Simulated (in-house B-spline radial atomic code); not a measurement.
Configurations of Sr VII (Sr6+), with energies counted from [Ar] 3d10 4s2 (4p1/2)2. Method: Dirac-Hartree-Fock, average of each configuration as written, Fermi nucleus of rms radius 4.224 fm. Calculated with a radial B-spline atomic code at the basis-set limit. Energies include first-order Breit, QED and recoil terms.

Occupations are held fixed; configurations that lie above the ionisation limit could autoionise.

| configuration | E - E(ref) (eV) | highest orbital | its <r> (bohr) |
| --- | --- | --- | --- |
| [Ar] 3d10 4s1 (4p1/2)2 (4f7/2)1 | 78.954 | 4f7/2 | 2.28 |
| [Ar] 3d10 4s2 (4p1/2)1 (6g7/2)1 | 84.304 | 6g7/2 | 6.229 |
| [Ar] 3d10 4s2 (4p1/2)1 (7d3/2)1 | 85.373 | 7d3/2 | 7.757 |
| [Ar] (3d3/2)4 (3d5/2)5 4s2 (4p1/2)1 (4p3/2)1 5s1 | 172.28 | 5s1/2 | 2.489 |
| [Ar] (3d3/2)3 (3d5/2)6 4s2 (4p1/2)2 (4f7/2)1 | 187.5 | 4f7/2 | 2.214 |
| [Ar] (3d3/2)3 (3d5/2)6 4s2 (4p1/2)2 (7p1/2)1 | 211.36 | 7p1/2 | 6.699 |
| [Ar] (3d3/2)4 (3d5/2)5 4s2 (4p3/2)2 (7d3/2)1 | 215.57 | 7d3/2 | 7.662 |

Order these further configurations by energy, lowest first.
A. [Ar] (3d3/2)4 (3d5/2)5 4s2 (4p3/2)2 8s1
B. [Ar] 3d10 4s1 (4p3/2)2 (7p1/2)1
C. [Ar] 3d10 4s1 (4p1/2)2 (6g7/2)1
D. [Ar] 3d10 4s1 (4p1/2)1 (4p3/2)1 (4d5/2)1
E. [Ne] 3s2 (3p1/2)1 (3p3/2)4 3d10 4s2 (4p1/2)2 (6d5/2)1

D (53.264 eV), C (104.58 eV), B (105.07 eV), A (217.07 eV), E (355.55 eV).

How far above the reference does [Ne] 3s2 (3p1/2)1 (3p3/2)4 3d10 4s2 (4p3/2)2 (4d3/2)1 lie?

309.87 eV; its least bound orbital is 4d3/2 with <r> = 1.609 bohr.

How far above the reference does [Ar] 3d10 4s2 (4p1/2)1 (4p3/2)1 lie?

0.56998 eV; its least bound orbital is 4p3/2 with <r> = 1.377 bohr.

How far above the reference does [Ar] 3d10 4s2 (4p3/2)2 lie?

2.4204 eV; its least bound orbital is 4p3/2 with <r> = 1.377 bohr.
